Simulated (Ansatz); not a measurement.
Program: Ansatz. Geometries: PBE0-D4/def2-TZVP. ΔE: electronic, gas phase. CCSD(T)/CBS is the MP2 limit (def2-TZVPP, def2-QZVPP) plus CCSD(T) − MP2 in def2-TZVPP, frozen cores. DFT in def2-TZVPP. For Ge outer-core shells are correlated without core-valence functions, which leaves a few kJ/mol of doubt a bond. Scalar relativity is left out up to krypton. Each species was taken in one conformer, which may not be the lowest.

Reaction (isomerisation): `[OH][GeH2][SiH](O)O` → `[OH][GeH]([OH])[O][SiH3]`

```
         level  ΔE (kJ/mol)
       PBE0-D4         24.2
       ωB97M-V         14.1
MP2/def2-TZVPP         -0.5
 MP2/CBS(def2)          8.0
```

What does CCSD(T)/CBS give? (Best estimate.)

Ansatz gave: +10.4 kJ/mol. The listed levels differ from it by 13.8, 3.7, -10.9, -2.4 kJ/mol.

Largest T1 diagnostic among the species: 0.012.

In def2-TZVPP, CCSD(T) changes the Hartree–Fock value by +22.0 kJ/mol (the triples alone add +1.4 kJ/mol) and MP2 by +19.5 kJ/mol. From PBE to PBE0 (25 % exact exchange), in def2-TZVPP and without D4, ΔE moves by −6.1 kJ/mol.
